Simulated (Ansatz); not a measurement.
Consider the redistribution: `[OH][Mg][SH]` + `CN(C)[Si]N(C)C` → `C[N](C)[Mg][SH]` + `CN(C)[Si]O`.

Calculated with Ansatz (gas phase, PBE0-D4/def2-TZVP geometries, no zero-point term in ΔE). CBS: MP2 limit from def2 TZ/QZ plus the TZ coupled-cluster correction, frozen cores. DFT in def2-TZVPP. For Mg outer-core shells are correlated without core-valence functions, which leaves a few kJ/mol of doubt a bond. One conformer a species, not always the lowest.

```csv
level,ΔE (kJ/mol)
r2SCAN0-D4,31.3
r2SCANh,28.3
```

Task: What does CCSD(T)/CBS give? (Estimate.)

Result: The calculation gave: +30.4 kJ/mol. The listed levels differ from it by 0.9, -2.1 kJ/mol.

Largest T1 diagnostic among the species: 0.013.

In def2-TZVPP, CCSD(T) changes the Hartree–Fock value by +8.2 kJ/mol (the triples alone add +1.2 kJ/mol) and MP2 by +13.5 kJ/mol. From PBE to PBE0 (25 % exact exchange), in def2-TZVPP and without D4, ΔE moves by +3.5 kJ/mol. The D4 term adds +11.0 kJ/mol with B3LYP and +6.3 kJ/mol with PBE0; it sums over pairs of atoms, weighted by their polarisabilities, and B3LYP, whose exchange is more repulsive, gets the larger term.

B3LYP here is the variant with VWN-RPA as its local correlation; programs differ in this.
